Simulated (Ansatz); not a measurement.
Consider the ligand exchange at a Ge–C bond: `[F][GeH2][CH2][GeH3]` + HCl → `[F][GeH2][Cl]` + `[CH3][GeH3]`.

Program: Ansatz. Geometries: PBE0-D4/def2-TZVP. ΔE: electronic, gas phase. CBS: MP2 limit from def2 TZ/QZ plus the TZ coupled-cluster correction, frozen cores. This one scheme is used for every species. Functionals use def2-TZVPP. B3LYP here is the variant with VWN-RPA as its local correlation; programs differ in this. For Ge outer-core shells are correlated without core-valence functions, which leaves a few kJ/mol of doubt a bond. Scalar relativity is left out up to krypton. Each species was taken in one conformer, which may not be the lowest.

| level | ΔE (kJ/mol) | difference from CCSD(T)/CBS |
| --- | --- | --- |
| PBE-D4 | -81.2 | -8.2 |
| r2SCAN-D4 | -85.6 | -12.6 |
| PBE0-D4 | -81.8 | -8.8 |
| B3LYP-D4 | -84.7 | -11.7 |
| ωB97X-V | -82.8 | -9.8 |
| ωB97M-V | -82.3 | -9.3 |
| B2PLYP | -85.3 | -12.3 |
| PBE | -84.7 | -11.7 |
| r2SCAN | -86.7 | -13.7 |
| PBE0 | -85.1 | -12.1 |
| B3LYP | -90.2 | -17.2 |
| HF/def2-TZVPP | -98.3 | -25.3 |
| MP2/def2-TZVPP | -74.9 | -1.9 |
| SCS-MP2/def2-TZVPP | -78.0 | -5.0 |
| CCSD/def2-TZVPP | -75.6 | -2.6 |
| CCSD(T)/def2-TZVPP | -73.9 | -0.9 |
| HF/def2-QZVPP | -98.8 | -25.8 |
| MP2/def2-QZVPP | -74.5 | -1.5 |
| SCS-MP2/def2-QZVPP | -78.0 | -5.0 |
| HF/CBS(def2) | -98.9 | -25.9 |
| MP2/CBS(def2) | -74.0 | -1.0 |
| CCSD/CBS(def2) | -74.7 | -1.7 |
| CCSD(T)/CBS | -73.0 | 0 |

Largest T1 diagnostic among the species: 0.011.

In def2-TZVPP, CCSD(T) changes the Hartree–Fock value by +24.4 kJ/mol (the triples alone add +1.7 kJ/mol) and MP2 by +23.4 kJ/mol. The D4 term adds +5.6 kJ/mol with B3LYP and +3.3 kJ/mol with PBE0; it sums over pairs of atoms, weighted by their polarisabilities, and B3LYP, whose exchange is more repulsive, gets the larger term.
